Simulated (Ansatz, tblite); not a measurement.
Spin states of the cluster Pb₂O₄, each relaxed with PBE-D4/def2-SVP in Ansatz. Electronic energies in the gas phase.

In the def2 sets Pb takes a core potential; there is no spin–orbit coupling. The xTB rows come from tblite. LC-ωPBE has ω = 0.4 bohr⁻¹. Correlated methods freeze 12 core orbitals; core or outer-core shells of Pb are correlated, in sets that lack core-valence functions. The rows differ in basis, and correlated rows in double-zeta sets carry the largest basis error. In CCSD on the charge 0 quintet the largest single amplitude is 0.47, so its Hartree–Fock determinant may place the open shell otherwise than the density functionals do. The structure holds 2 bonds between oxygen atoms, so isomers without such links may lie far lower. In the triplet geometry the species has come apart into loosely held pieces. In the quintet geometry the species has come apart into loosely held pieces. The structure comes from a short search, and lower isomers may exist.

Singlet geometry:

```xyz
6

Pb   -1.7758    0.0733   -0.1625
Pb    1.2636   -0.1034    1.4672
O     0.9611    0.0310   -1.0498
O     0.4489    1.2461   -0.2574
O    -0.7702   -0.6486    1.6091
O    -0.1276   -0.5985   -1.6066
```

Triplet geometry:

```xyz
6

Pb   -1.111   -0.029   -1.315
Pb    1.602    1.357   -0.202
O     0.096   -1.420    1.629
O     0.983   -0.539   -1.006
O    -0.471    1.886   -0.552
O    -1.099   -1.253    1.446
```

Quintet geometry:

```xyz
6

Pb    1.015   -1.808    0.468
Pb   -0.524    1.358    1.549
O    -1.029    0.175   -1.953
O    -0.828   -0.775    1.090
O     1.321    0.322    0.940
O     0.045    0.728   -2.094
```

⟨S²⟩: triplet 2.01 at PBE0-D4/def2-TZVP (pure 2.00), quintet 6.04 at PBE0-D4/def2-TZVP (pure 6.00).

Run but left out: HF/def2-SVP, HF/def2-TZVP (singlet: restricted singlet, unstable towards broken spin symmetry); MP2/def2-SVP (quintet: a determinant that CCSD turns far, T1 0.060); MP2/def2-TZVP (quintet: ⟨S²⟩ 6.15, where a pure state has 6.00).

Only these spin states were relaxed. The triplet has fallen apart into loose fragments. The quintet has fallen apart into loose fragments. The triplet has other bonds than the singlet, so the gap mixes isomer and spin. The quintet has other bonds than the singlet, so the gap mixes isomer and spin.

(1) Estimate which spin state lies lowest at each of these levels, and by how much: GFN2-xTB; PBE-D4/def2-TZVP; revPBE-D4/def2-TZVP; r2SCAN-D4/def2-TZVP; PBE0-D4/def2-TZVP; LC-ωPBE/def2-TZVP; CCSD/def2-SVP; CCSD(T)/def2-SVP.

Answers

(1) 
```tsv
level	triplet − singlet (kcal/mol)	quintet − singlet (kcal/mol)	lowest of these	remarks
GFN2-xTB	63.0	127.6	singlet	–
PBE-D4/def2-TZVP	-9.7	41.5	triplet	–
revPBE-D4/def2-TZVP	-12.1	37.5	triplet	–
r2SCAN-D4/def2-TZVP	-14.4	35.2	triplet	–
PBE0-D4/def2-TZVP	-16.2	35.9	triplet	–
LC-ωPBE/def2-TZVP	-18.3	43.8	triplet	–
CCSD/def2-SVP	-18.3	33.5	triplet	large T1 (0.027) (singlet), large T1 (0.060) (quintet), restricted SCF unstable (singlet), spin-contaminated (⟨S²⟩ 6.13) (quintet)
CCSD(T)/def2-SVP	-16.5	34.3	triplet	large T1 (0.027) (singlet), large T1 (0.060) (quintet), restricted SCF unstable (singlet), spin-contaminated (⟨S²⟩ 6.13) (quintet)
```

Change of the quintet − singlet gap on mixing in exact exchange, in kcal/mol: PBE to PBE0 (25 % exact exchange) -5.6. The xTB methods have no term that favours high spin, so they put low spin too low.
